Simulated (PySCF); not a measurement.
**Assigning NMR signals**

Atom-mapped SMILES (the numbers label the heavy atoms): `[CH:1]#[C:2][CH2:3]/[C:4]([SiH3:5])=[CH:6]\[CH2:7][CH2:8][CH3:9]`; H(Xn) means a hydrogen on atom n.

No relativistic terms, no solvent, single conformer, rapidly exchanging positions averaged. PBE0/pcSseg-1 with gauge-including orbitals; GFN2-xTB geometry; PySCF 2.14.0 with density-fitted response routines.

Shifts are taken against calculated references (same method and geometry level): $^{13}$C, $^{1}$H vs TMS.

**Question.** Assign these signals to the numbered atoms. $^{13}$C{$^{1}$H} NMR (computed): δ 158.4 (CH), 136.6 (C), 87.5 (C), 75.2 (CH), 36.3 (CH2), 25.3 (CH2), 22.2 (CH2), 14.6 (CH3).

**Answer.** 
| δ (ppm) | atoms | environment | reason |
| --- | --- | --- | --- |
| 158.4 | C6 | alkene CH | an sp2 carbon of a C=C bond |
| 136.6 | C4 | fully substituted alkene carbon | an sp2 carbon of a C=C bond |
| 87.5 | C2 | alkyne carbon | sp carbons lie upfield of alkene carbons because the cylindrical π system leaves one tensor component strongly shielded |
| 75.2 | C1 | terminal alkyne carbon | sp carbons lie upfield of alkene carbons because the cylindrical π system leaves one tensor component strongly shielded |
| 36.3 | C7 | allylic sp3 CH2 | saturated and bonded to C and H only |
| 25.3 | C8 | sp3 CH2 | a saturated carbon with 2 carbon neighbours and no heteroatom attached |
| 22.2 | C3 | allylic sp3 CH2 | saturated and bonded to C and H only |
| 14.6 | C9 | methyl carbon | saturated and bonded to C and H only |

**Question.** Assign these signals to the numbered atoms. $^{1}$H NMR (400 MHz, computed): δ 6.32 (t, 1H), 4.22 (s, 3H), 3.04 (d, 2H), 2.48 (m, 2H), 1.48 (m, 2H), 1.45 (t, 1H), 0.91 (t, 3H).

**Answer.** 
```tsv
δ (ppm)	atoms	environment	reason
6.32	H(C6)	hydrogen on an alkene CH	a vinylic proton, deshielded by the sp2 carbon and the C=C anisotropy
4.22	H(Si5)	hydrogen on a silicon bonded to C	–
3.04	H(C3)	hydrogen on an allylic sp3 CH2	allylic position
2.48	H(C7)	hydrogen on an allylic sp3 CH2	–
1.48	H(C8)	hydrogen on an sp3 CH2	–
1.45	H(C1)	hydrogen on a terminal alkyne carbon	it lies on the axis of the triple bond, in its shielding cone
0.91	H(C9)	hydrogen on a methyl carbon	far from electronegative atoms and π systems
```

H(C8) and H(C1) lie closer than the usual error of such a calculation, so a measured spectrum could show them in the other order.

Shifts are as computed. Against solution values, carbons near 30 ppm lie about +3 ppm off and those near 130 ppm about +5 ppm. Of 1211 compounds with measured shifts, 218 miss one by over three times the rms of a fit or turn the order of signals round; such compounds aren't used in these exercises. Multiplicities follow the n + 1 count of equivalent neighbours, as no J values were calculated; m marks all less simple cases, F and P coupling included.
